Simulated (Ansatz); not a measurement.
Two isomers of C2H9BN2: A = `CN(C)BN`, B = `CNB(C)N`.

Computed with Ansatz on PBE0-D4/def2-TZVP structures; ΔE is electronic, products minus reactants. CCSD(T)/CBS adds triple-zeta CCSD(T) − MP2 to the extrapolated MP2 energy (def2 sets, frozen cores). DFT in def2-TZVPP. One conformer a species, not always the lowest.

A:

```xyz
14

C    -0.939    1.013   -0.282
N     0.227    0.210   -0.035
C     1.456    0.952   -0.120
B     0.205   -1.168    0.268
N    -0.969   -1.944    0.370
H    -1.850    0.420   -0.223
H    -1.025    1.829    0.448
H    -0.904    1.470   -1.280
H     2.302    0.293    0.075
H     1.588    1.399   -1.115
H     1.482    1.771    0.612
H     1.256   -1.718    0.452
H    -1.906   -1.606    0.243
H    -0.924   -2.922    0.587
```

B:

Z-matrix (Å, degrees):
```
C
N 1 1.439
H 1 1.090 2 109.7
H 1 1.097 2 112.3 3 -119.3
H 1 1.097 2 112.2 3 119.2
B 2 1.416 1 127.1 3 0.4
H 2 1.007 1 113.7 3 -179.8
N 6 1.418 2 119.5 1 179.9
C 6 1.582 2 121.1 1 -0.1
H 8 1.005 6 124.5 2 0.0
H 8 1.003 6 122.0 2 180.0
H 9 1.095 6 111.6 2 59.6
H 9 1.093 6 112.3 2 -180.0
H 9 1.095 6 111.7 2 -59.5
```

Question: Which is lower in electronic energy at CCSD(T)/CBS, and by how much? (An estimate is asked.)

Answer: Computed: B, by 62.2 kJ/mol.

Question: Give E(B) − E(A) in kJ/mol with CCSD/def2-TZVPP, ωB97M-V, PBE-D4, B2PLYP, PBE0-D4, HF/def2-TZVPP, CCSD(T)/def2-TZVPP. (An estimate is asked.)

Answer: Ansatz gave: CCSD/def2-TZVPP -61.2, ωB97M-V -63.1, PBE-D4 -59.7, B2PLYP -60.3, PBE0-D4 -62.3, HF/def2-TZVPP -61.4, CCSD(T)/def2-TZVPP -60.0. None reverses the order clearly.

Largest T1 diagnostic: 0.011.
